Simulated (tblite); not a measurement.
Level: GFN2-xTB in tblite, geometry and Hessian alike; calculated harmonic values, unscaled, isolated species. Errors from tens to a few hundred cm⁻¹ against measured bands are possible. Modes of hydrogen on silicon can be 10 to 20 % off. One conformer each. Thermal functions are those of the rigid rotor and harmonic oscillator, without mixing of conformers.

Question: Order these by their zero-point energy, highest first (kcal/mol).
A. `C=C(CC)C(C)(C)C(F)F`
B. `CC[Si]([SiH3])([SiH3])Cl`
C. `C/N=C\C1=C(F)N(C)CC1`
D. `COc1cnn[nH]1`
E. `CN(C)[SiH]1NCCN1`

Answer: A (127.5), E (111.3), C (107.0), B (71.9), D (55.7).

| SMILES | atoms | mass (u) | symmetry number | modes under 300 cm⁻¹ | ZPE (kcal/mol) | S translation (cal/(mol K)) | S rotation | S vibration | S | Cp |
| --- | --- | --- | --- | --- | --- | --- | --- | --- | --- | --- |
| C=C(CC)C(C)(C)C(F)F | 24 | 148.11 | 1 | 9 | 127.5 | 40.9 | 29.8 | 35.3 | 106.0 | 45.8 |
| CN(C)[SiH]1NCCN1 | 21 | 131.09 | 1 | 9 | 111.3 | 40.6 | 28.8 | 29.3 | 98.6 | 39.4 |
| C/N=C\C1=C(F)N(C)CC1 | 21 | 142.09 | 1 | 10 | 107.0 | 40.8 | 29.7 | 32.4 | 102.9 | 40.4 |
| CC[Si]([SiH3])([SiH3])Cl | 17 | 153.99 | 1 | 10 | 71.9 | 41.0 | 29.9 | 42.8 | 113.7 | 44.3 |
| COc1cnn[nH]1 | 12 | 99.04 | 1 | 3 | 55.7 | 39.7 | 26.8 | 12.4 | 78.9 | 24.0 |

Entropies and Cp are for 298.15 K and 1 bar.
